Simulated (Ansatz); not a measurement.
H2Cl2Si, SMILES `Cl[SiH2]Cl` with one electron removed (charge 1, multiplicity 2), Ansatz (a program for electronic structure) with frozen-core CCSD(T)/cc-pVQZ // r2SCAN-D4/def2-TZVP. The run hit its time limit unfinished.

Ansatz 0.2 input:
```yaml
crystal:
  periodic: [false, false, false]
  atoms:
    - { symbol: Cl, position_ang: [1.679608, 1.018132, 0.091829] }
    - { symbol: Si, position_ang: [-0.00093, -0.140375, 0.001234] }
    - { symbol: Cl, position_ang: [-1.666, 1.038498, -0.109905] }
    - { symbol: H, position_ang: [0.067416, -0.969377, -1.215898] }
    - { symbol: H, position_ang: [-0.080095, -0.946879, 1.23274] }
basis:
  gaussian: { orbitals: cc-pVQZ }
correlation:
  method: ccsd_t
total_charge: 1
magnetization:
  spin_polarized: true
  initial_magnetization: 1
```

The last lines of the output:

```
mean field evaluation 544: about -32890.6450 eV, gradient 7.4e0 eV
mean field evaluation 576: about -32894.1223 eV, gradient 7.7e-1 eV
mean field evaluation 608: about -32893.5832 eV, gradient 3.5e-1 eV
mean field evaluation 640: about -32891.8177 eV, gradient 7.5e-3 eV
mean field evaluation 672: about -32894.1762 eV, gradient 2.5e-1 eV
mean field evaluation 704: about -32891.6512 eV, gradient 6.4e0 eV
mean field evaluation 736: about -32894.6481 eV, gradient 3.5e-1 eV
mean field evaluation 768: about -32890.0950 eV, gradient 1.2e1 eV
mean field evaluation 800: about -32893.0291 eV, gradient 1.2e0 eV
mean field -32894.74228871 eV, -1208.8594822531 hartree, gradient 3.0e-6 eV, S^2 0.764308; 19 other end points of the search recorded, 0 dependent functions left out
determinant -32894.74228871 eV, -1208.8594822531 hartree, with singles and doubles -32910.08472530 eV, -1209.4233063982 hartree
determinant -32894.65980447 eV, -1208.8564510130 hartree, with singles and doubles -32909.92435182 eV, -1209.4174127815 hartree
determinant -32894.34238391 eV, -1208.8447860225 hartree, with singles and doubles -32909.98572580 eV, -1209.4196682336 hartree
determinant -32894.18267817 eV, -1208.8389169450 hartree, with singles and doubles -32909.94470712 eV, -1209.4181608250 hartree
determinant -32893.72085816 eV, -1208.8219453727 hartree, with singles and doubles -32909.31228898 eV, -1209.3949198868 hartree
determinant -32893.59097969 eV, -1208.8171724268 hartree, with singles and doubles -32909.25040485 eV, -1209.3926456870 hartree
determinant -32891.81773849 eV, -1208.7520070147 hartree, with singles and doubles -32907.39731680 eV, -1209.3245459572 hartree
determinant -32891.45420286 eV, -1208.7386473267 hartree, with singles and doubles -32907.32366262 eV, -1209.3218392160 hartree
determinant -32894.74228871 eV, -1208.8594822531 hartree, with singles and doubles -32909.85005803 eV, -1209.4146825351 hartree
determinant -32894.65980447 eV, -1208.8564510130 hartree, with singles and doubles -32909.68179098 eV, -1209.4084988351 hartree
determinant -32894.34238391 eV, -1208.8447860225 hartree, with singles and doubles -32909.73485626 eV, -1209.4104489480 hartree
determinant -32894.74228871 eV, -1208.8594822531 hartree, with singles and doubles -32909.94152899 eV, -1209.4180440310 hartree
determinant -32894.65980447 eV, -1208.8564510130 hartree, with singles and doubles -32909.72170760 eV, -1209.4099657436 hartree
```
